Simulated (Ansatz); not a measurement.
Geometry optimisation, RKS B3LYP-D4/def2-SVP (Ansatz).

Input:

```yaml
crystal:
  periodic: [false, false, false]
  atoms:
    - { symbol: Hf, position_ang: [-0.563241, 0.07165, -0.617309] }
    - { symbol: F, position_ang: [-0.281918, -1.645665, 2.03802] }
    - { symbol: O, position_ang: [1.218857, 0.502359, -0.02964] }
    - { symbol: H, position_ang: [2.107062, 0.389301, 0.313844] }
    - { symbol: F, position_ang: [-0.974811, 0.86494, -2.315716] }
    - { symbol: "N", position_ang: [-0.960201, -1.89452, -0.885497] }
    - { symbol: H, position_ang: [-0.73909, -2.587622, -0.170024] }
    - { symbol: H, position_ang: [-1.319653, -2.365477, -1.714064] }
    - { symbol: S, position_ang: [-2.146938, 0.958316, 1.162849] }
    - { symbol: H, position_ang: [-3.207225, 0.258721, 0.689683] }
    - { symbol: H, position_ang: [-0.938643, -1.036904, 2.294454] }
basis:
  gaussian: { orbitals: def2-SVP }
hamiltonian:
  xc: b3lyp
  dispersion: d4
relax:
  f_tol: 0.03
  max_steps: 50
```

Launched with:

```bash
$ ansatz run input.yaml --threads 4 --pin off --max-ram 5120MiB --backend cpu --events-out ev --progress --plain --runs-dir out
```

Problem. Where does it end, and by what steps?

Solution. The run converged. After 12 steps the energy has fallen by 0.255 eV; H11 moved furthest, 0.54 Å. Joined: Hf1–F2 (3.17 → 2.38 Å).

| step | energy less start (eV) | largest force component (eV/Å) | accepted |
| --- | --- | --- | --- |
| 0 | 0.0000 | 0.383 | yes |
| 1 | -0.0798 | 0.466 | yes |
| 2 | -0.1244 | 0.458 | yes |
| 3 | -0.1724 | 0.832 | yes |
| 4 | -0.1885 | 0.608 | yes |
| 5 | -0.2410 | 0.208 | yes |
| 6 | -0.2229 | 0.544 | no |
| 7 | -0.2514 | 0.052 | yes |
| 8 | -0.2536 | 0.079 | yes |
| 9 | -0.2527 | 0.111 | no |
| 10 | -0.2548 | 0.031 | yes |
| 11 | -0.2544 | 0.076 | no |
| 12 | -0.2550 | 0.005 | yes |

```xyz
11
Properties=species:S:1:pos:R:3
Hf -0.503 -0.106 -0.332
F -0.406 -1.214 1.776
O 1.322 0.417 0.013
H 2.265 0.343 0.173
F -1.004 0.743 -1.977
N -0.913 -2.015 -0.903
H -0.743 -2.854 -0.350
H -1.202 -2.290 -1.841
S -2.219 0.908 1.333
H -3.256 0.193 0.831
H -1.147 -0.611 2.043
```

Whether the end is a true minimum wasn't checked by a vibrational analysis.

Run time: 41 s on 4 threads of Arm Neoverse V2, on a shared host, peak memory 0.34 GiB.
